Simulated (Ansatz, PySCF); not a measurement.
dichloro(silyloxy)silane (Cl2H4OSi2), SMILES [SiH3]O[SiH](Cl)Cl.

Geometry: ωB97X-D3(BJ)/def2-SVP. One conformer was computed; it need not be the lowest.

Vertical ionisation energy (IE) and electron affinity (EA) in eV. Rows of orbital energies are one-electron estimates. Where ΔSCF, EOM or ADC give a negative EA the extra electron is unbound and the value depends on the basis.

```csv
level,IE,EA
"−ε(HOMO), −ε(LUMO), HF/def2-TZVP (PySCF)",12.58,-2.99
"−ε(HOMO), −ε(LUMO), PBE/def2-TZVP (PySCF)",7.70,1.06
"ΔSCF, PBE0/def2-SVPD (Ansatz), final states of multiplicity 2 and 2",11.05,-1.10
"ΔSCF, PBE/def2-SVPD (Ansatz), final states of multiplicity 2 and 2",10.41,-0.85
```

Problem. What vertical singlet–triplet gap does ΔSCF give with PBE0/def2-SVPD (Ansatz, a program for electronic structure) and with PBE/def2-SVPD (Ansatz)? (The exact figures need the calculation; the answer reports its results.)

Solution. 7.21 and 6.55 eV (triplet above singlet where positive).
